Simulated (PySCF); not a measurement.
Match the calculated data to a structure.

All candidates are C9H16.

| technique | computed result |
| --- | --- |
| Dipole | 0.40 D [PBE0/pcSseg-1] |
| Rotational structure | rotational constants A, B, C: 2.394, 1.308, 0.921 GHz [GFN2-xTB] |
| 1H NMR | chemical shifts (computed TMS as zero) by class: 5.88 (1 H), 5.36 (1 H), 5.24 (1 H), 1.81 (1 H), 1.79 (1 H), 1.75 (1 H), 1.73 (1 H), 1.33 (1 H), 1.27 (1 H), 1.26 (1 H), 1.13 (1 H), 0.94 (3 H), 0.90 (1 H), 0.90 (1 H) ppm [GIAO PBE0/pcSseg-1] |
| 13C NMR | chemical shifts (computed TMS as zero) by class: 154.5 (1 C), 120.4 (1 C), 56.1 (1 C), 40.1 (1 C), 38.4 (1 C), 37.9 (1 C), 30.9 (1 C), 30.2 (1 C), 23.9 (1 C) ppm [GIAO PBE0/pcSseg-1] |

Electronic properties: PySCF, gas phase, density fitting. Levels stand in brackets. Isolated species at its GFN2-xTB geometry (one conformer only). NMR values are class means; diastereotopic atoms form classes of their own.

Question: Which candidate is it?
A. `C=C[C@@H]1CCCC[C@H]1C`
B. `CC[C@H]1[C@@H]2CCC[C@H]1C2`
C. `C[C@@H]1C[C@H]2CC[C@@H](C1)C2`

Answer: A. It is `C=C[C@@H]1CCCC[C@H]1C`. Numbering: `[CH2:1]=[CH:2][C@@H:3]1[CH2:4][CH2:5][CH2:6][CH2:7][C@H:8]1[CH3:9]`. Its formula, C9H16, gives 2 degrees of unsaturation: 1 ring and 1 π bond in the structure found. 9 carbons fall into 9 classes; from least to most shielded: alkene CH carbon [C2] (154.5 ppm), terminal =CH2 carbon [C1] (120.4 ppm), allylic carbon [C3] (56.1 ppm), sp3 CH carbon [C8] (40.1 ppm), ring CH2 carbon [C7] (38.4 ppm), ring CH2 carbon [C4] (37.9 ppm), ring CH2 carbon [C6] (30.9 ppm), ring CH2 carbon [C5] (30.2 ppm), methyl carbon [C9] (23.9 ppm). Hydrogen classes from least to most shielded: 1 H on an alkene CH carbon, C2 (5.88 ppm), 1 H on a terminal =CH2 carbon, C1 (5.36 ppm), 1 H on a terminal =CH2 carbon, C1 (5.24 ppm), 1 H on a ring CH2 carbon, C5 (1.81 ppm), 1 H on a ring CH2 carbon, C6 (1.79 ppm), 1 H on a ring CH2 carbon, C7 (1.75 ppm), 1 H on a ring CH2 carbon, C4 (1.73 ppm), 1 H on an allylic carbon, C3 (1.33 ppm), 1 H on a ring CH2 carbon, C6 (1.27 ppm), 1 H on a ring CH2 carbon, C5 (1.26 ppm), 1 H on a ring CH2 carbon, C4 (1.13 ppm), 3 H on a methyl carbon, C9 (0.94 ppm, a mean of values up to 1.0 ppm apart in this geometry); 2 more classes are left out. The optimised geometry has point group C1 and is an asymmetric top.

The others, at the same levels:
- `C[C@@H]1C[C@H]2CC[C@@H](C1)C2` fails: it has 6 carbon classes against 9; its computed 13C shifts are 45.4 (2 C), 41.7 (1 C), 38.7 (2 C), 31.8 (2 C), 28.7 (1 C), 25.2 (1 C) ppm, 1H shifts are 2.10 (2 H), 1.78 (2 H), 1.53 (2 H), 1.52 (1 H), 1.47 (1 H), 1.46 (2 H), 1.14 (1 H), 0.97 (2 H), 0.89 (3 H) ppm and rotational constant A is 2.690 GHz (against 2.394 GHz).
- `CC[C@H]1[C@@H]2CCC[C@H]1C2` fails: it has 7 carbon classes against 9; its computed 13C shifts are 57.1 (1 C), 37.9 (2 C), 34.9 (2 C), 28.6 (1 C), 23.3 (1 C), 19.2 (1 C), 14.4 (1 C) ppm, 1H shifts are 2.04 (2 H), 2.04 (1 H), 1.90 (1 H), 1.89 (2 H), 1.73 (2 H), 1.63 (1 H), 1.54 (1 H), 1.53 (2 H), 0.98 (3 H), 0.79 (1 H) ppm and rotational constant A is 3.062 GHz (against 2.394 GHz).
